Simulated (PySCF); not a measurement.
# Computed properties of GeF3Br, SMILES [F][Ge]([F])([Br])[F]

GeF₃Br, SMILES [F][Ge]([F])([Br])[F]. The structure is a stationary point at PBE0-D3(BJ)/def2-SVP. One conformer was computed; it need not be the lowest. All values are computed for the isolated molecule unless a solvent is named; none is compared with measurement here.

**Structure.** The optimised structure has C3v symmetry. All 9 harmonic modes at PBE0-D3(BJ)/def2-SVP (PySCF) are real, so it is a minimum. With heavy atoms numbered as in [F:1][Ge:2]([F:3])([F:4])[Br:5], the shortest bond between them is Ge2–F3 at 1.707 Å and the longest Ge2–Br5 at 2.241 Å.

**Vibrations.** The strongest infrared lines (harmonic, unscaled, degenerate partners summed) lie at 786 cm⁻¹ (161 km/mol, F 74 %, Ge 26 %), 359 cm⁻¹ (78 km/mol, Ge 53 %, Br 32 %, F 15 %), 739 cm⁻¹ (73 km/mol, F 89 %, Ge 11 %). The softest mode is at 151 cm⁻¹ and the zero-point energy is 5.3 kcal/mol.

**Electronic structure.** CAM-B3LYP/def2-TZVP (PySCF) places the frontier levels at -11.26 and -1.10 eV, a gap of 10.16 eV, and gives a dipole moment of 1.78 D and a mean polarisability of 42.5 bohr³. PBE/def2-TZVP (PySCF) at the same geometry gives -8.48 and -3.13 eV, so its gap is 4.81 eV narrower. An orbital gap is neither the optical nor the fundamental gap.

**Excitations.** TDDFT-M06-2X/def2-SVPD (PySCF) has S1 at 6.58 eV (188 nm, f = 0.029, weak); the most intense of the 10 singlets computed lies at 9.32 eV (f = 0.17). Strengths of degenerate partners are summed. T1 (TDA) is at 6.13 eV. TDDFT-PBE/def2-SVPD (PySCF) puts S1 at 5.42 eV. No vertical singlet excitation falls in the visible range (under 3.1 eV).

**NMR.** GIAO shifts at PBE0/pcSseg-1 (PySCF) (non-relativistic, atoms alike by connectivity averaged): ¹⁹F at -126.0 ppm against CFCl3. Without spin–orbit terms, shifts of atoms bonded to Cl or Br come out too high.
